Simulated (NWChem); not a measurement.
Species: CH4F2Si; SMILES C[SiH](F)F

Computed with NWChem. All runs use the structure optimised with PBE0/def2-SVP.

**Question.** Taking PBE0/pcseg-2 as the yardstick, which of these has the fewest basis functions while keeping “highest occupied level (eV)” within 0.1 eV of it: PBE0/pcseg-1; PBE0/STO-3G; PBE0/def2-SVP; PBE0/aug-pcseg-1?

**Answer.** PBE0/pcseg-1.
```csv
level,basis functions,highest occupied level (eV)
PBE0/STO-3G,28,-5.06
PBE0/pcseg-1,80,-9.56
PBE0/def2-SVP,80,-9.37
PBE0/aug-pcseg-1,132,-9.53
PBE0/pcseg-2,180,-9.50
```

The yardstick is one finite set, not the basis-set limit.
